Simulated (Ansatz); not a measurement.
Mulliken charges of `CC1(Cl)O[SiH2]1` from r2SCAN/def2-TZVPP in Ansatz (PBE0-D4/def2-TZVP geometry).

```csv
atom,x (Å),y (Å),z (Å),charge (e)
C1,-0.995,-0.994,0.067,-0.111
C2,0.253,-0.216,0.335,0.151
Cl3,1.018,-0.726,1.863,-0.168
O4,1.190,-0.203,-0.755,-0.382
Si5,0.769,1.373,-0.377,0.465
H6,-1.707,-0.865,0.882,0.058
H7,-1.454,-0.655,-0.864,0.045
H8,-0.755,-2.057,-0.027,0.060
H9,1.798,2.208,0.274,-0.054
H10,-0.034,2.083,-1.396,-0.064
```

Task: By hand: the dipole of these point charges (1 e Å = 4.8032 D).

Result: Σ q r = (-0.424, 0.460, -0.072) e Å, of length 0.630 e Å = 3.03 D.

Task: How does the dipole of the full density compare? (Best estimate.)

Result: Computed: (-0.328, 0.378, -0.193) e Å, 2.58 D; the point charges give 1.17 times that, at 15° from its direction.

Point charges leave out the atoms' own dipoles, such as those of lone pairs, and Mulliken's split depends on the basis, so the two needn't agree.
